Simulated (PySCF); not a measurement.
LDA on Pd⁻ (palladium, charge -1), [Kr] 4d10 5s1, 2S determinant. Computed with PySCF 2.14 in aug-cc-pVDZ-PP with ECP28MDF (5s5p4d2f, 54 functions), with scalar relativity through the core potential.

```
cycle= 1 E= -127.155518115475  delta_E= 0.0621  |g|= 0.537  |ddm|=  1.2
cycle= 2 E= -126.74269887521  delta_E= 0.413  |g|= 1.22  |ddm|= 1.09
cycle= 3 E= -127.248469929843  delta_E= -0.506  |g|= 0.0763  |ddm|= 0.73
cycle= 4 E= -127.25048605457  delta_E= -0.00202  |g|= 0.057  |ddm|= 0.197
cycle= 5 E= -127.252065656017  delta_E= -0.00158  |g|= 0.00193  |ddm|= 0.0713
cycle= 6 E= -127.252067670044  delta_E= -2.01e-06  |g|= 0.000113  |ddm|= 0.00401
cycle= 7 E= -127.252067683445  delta_E= -1.34e-08  |g|= 3.17e-06  |ddm|= 0.000289
cycle= 8 E= -127.252067683452  delta_E= -7.56e-12  |g|= 1.7e-06  |ddm|= 8.89e-06
converged SCF energy = -127.252067683452  <S^2> = 0.751962  2S+1 = 2.001961
```

Highest occupied orbital energy: 1.590 eV; ⟨L²⟩ = 0.00; populations by l: s 3.00, p 6.00, d 10.00, f 0.00.

Task: Can this result be used?

Result: With care. The run converged. Energies and moments cover only the electrons outside the core potential. At LDA the highest occupied level has a positive energy, so only the finite basis holds that electron; in a semilocal or global hybrid functional this comes from self-interaction and does not mean that the real anion is unbound.
